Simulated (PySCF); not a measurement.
Species: (Cl)3Sn-S-SiH3.
Bonds: Sn1–Cl2, Sn1–Cl3, Sn1–Cl4, Sn1–S5, S5–Si6. Hydrogens: H7, H8, H9 on Si6.

Computed by this run: PBE0-D3(BJ)/def2-SVP geometry optimisation, gas phase, def2 core potentials past Kr (PySCF); density fitting, grid level 1; the optimiser is geomeTRIC in internal coordinates, started from a GFN2-xTB structure with every atom displaced at random (about 0.03 Å).

Step 0: E = -62129.2619 eV
```
atom  x, y, z in Å  |  force x, y, z in eV/Å
Sn1     0.1082    1.5091   -0.6880   -1.735   0.443  -0.422
Cl2     2.2631    1.5793   -1.3864    0.963  -0.122  -0.308
Cl3    -1.2170    0.5366   -2.4430    0.561   0.252   0.705
Cl4    -0.5422    3.8067   -0.6186    0.152  -0.867   0.113
S5     -0.2267    0.3920    1.3919   -0.035   0.987   0.307
Si6    -0.1079   -1.6914    0.9543    0.546   0.717   1.053
H7      0.1879   -2.2531    2.2866   -0.099  -0.235   0.199
H8     -1.3367   -2.0777    0.3878   -1.454  -0.765  -0.661
H9      1.0040   -1.8709    0.0897    1.100  -0.410  -0.984
```

Step 1: E = -62129.5627 eV
```
atom  x, y, z in Å  |  force x, y, z in eV/Å
Sn1     0.0888    1.5226   -0.6641    0.157   0.052  -0.187
Cl2     2.3038    1.5283   -1.3920   -0.085  -0.063   0.033
Cl3    -1.1797    0.4687   -2.2964   -0.036  -0.171  -0.146
Cl4    -0.5784    3.7372   -0.6285   -0.078   0.122   0.088
S5     -0.2216    0.4858    1.4382    0.012   0.073   0.296
Si6    -0.1035   -1.6173    0.9291    0.109   0.019  -0.079
H7      0.1581   -2.2556    2.2494   -0.070  -0.026  -0.025
H8     -1.3861   -2.0780    0.3258    0.081  -0.027   0.023
H9      1.0513   -1.8611    0.0129   -0.090   0.019  -0.003
```

Step 2: E = -62129.5837 eV
```
atom  x, y, z in Å  |  force x, y, z in eV/Å
Sn1     0.0941    1.5146   -0.6532    0.013   0.025  -0.123
Cl2     2.3084    1.5092   -1.3767   -0.073  -0.025   0.016
Cl3    -1.1461    0.3784   -2.2700    0.044  -0.038   0.008
Cl4    -0.6095    3.7263   -0.6261   -0.026  -0.028   0.036
S5     -0.1897    0.5099    1.4816    0.036   0.039   0.099
Si6    -0.1036   -1.5850    0.9190    0.005  -0.027  -0.093
H7      0.1499   -2.2777    2.2124   -0.020   0.001  -0.009
H8     -1.3970   -2.0220    0.3173    0.085   0.013   0.032
H9      1.0261   -1.8232   -0.0301   -0.063   0.040   0.034
```

Problem. Estimate the geometry and energy of step 3. (The exact step hangs on the optimiser's Hessian estimate; all steps are aligned on step 2, rigid shifts and turns removed.)

Solution. E = -62129.5859 eV, largest force 0.105 eV/Å
```
atom  x, y, z in Å  |  force x, y, z in eV/Å
Sn1     0.1111    1.4917   -0.6311    0.007  -0.006   0.069
Cl2     2.3171    1.5038   -1.3605    0.007   0.008  -0.018
Cl3    -1.0652    0.2299   -2.1993   -0.058   0.010  -0.005
Cl4    -0.6753    3.6717   -0.6250    0.004   0.018  -0.021
S5     -0.1162    0.5407    1.5421    0.038  -0.011  -0.073
Si6    -0.1133   -1.5347    0.8970   -0.084  -0.060  -0.016
H7      0.1303   -2.3057    2.1458    0.039   0.012   0.010
H8     -1.4278   -1.9089    0.3057    0.025   0.016   0.024
H9      0.9721   -1.7581   -0.1003    0.022   0.013   0.030
```

The energy changes by -0.0022 eV. The first-order estimate −F·Δx gives -0.0233 eV and the mean of the old and new forces, exact on a quadratic surface, -0.0049 eV. The step makes an angle of 72° with the force vector and moves no atom by more than 0.183 Å.

The cost below is that of the whole optimisation. The run took 2.5 min wall on one thread, Intel Xeon Platinum 8375C at 2.90 GHz (x86_64), no GPU, shared host, and the process peaked at 0.53 GiB of memory.
